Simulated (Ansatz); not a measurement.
`[CH3][Al]1[CH2]O[SiH2]1`. Charge 0, multiplicity 1. The structure was optimised at the PBE0-D4/def2-TZVP level.

```xyz
12

C    -1.673   -0.455   -1.691
Al   -0.301   -0.032   -0.372
C     0.496   -0.925    1.236
O     1.409    0.131    1.615
Si    1.357    1.458    0.591
H    -1.710   -1.526   -1.912
H    -1.523    0.085   -2.630
H    -2.660   -0.171   -1.308
H    -0.181   -1.133    2.074
H     1.064   -1.846    1.059
H     2.699    1.715   -0.015
H     1.023    2.701    1.352
```

(1) What is the dipole moment at r2SCAN/def2-TZVPP? (An estimate is asked.)

(2) And with PBE, B3LYP, ωB97M-V? (An estimate is asked.)

(3) Give the Mulliken charges with r2SCAN, PBE, ωB97M-V in def2-TZVPP. (Estimate.)

Answers

(1) Ansatz gave: 2.91 D, with components (-2.05, -0.92, -1.85) D in this frame, pointing from negative to positive charge.

(2) Computed: PBE 2.81 D, B3LYP 3.01 D, ωB97M-V 3.11 D.

(3) Ansatz gave: 
```csv
atom,r2SCAN,PBE,ωB97M-V
C1,-0.37,-0.41,-0.49
Al2,0.47,0.33,0.41
C3,-0.11,-0.14,-0.21
O4,-0.38,-0.30,-0.36
Si5,0.29,0.22,0.23
H6,0.07,0.10,0.11
H7,0.07,0.10,0.11
H8,0.06,0.09,0.11
H9,0.05,0.08,0.10
H10,0.05,0.08,0.10
H11,-0.10,-0.08,-0.05
H12,-0.10,-0.08,-0.05
```

B3LYP here is the variant with VWN-RPA as its local correlation; programs differ in this.
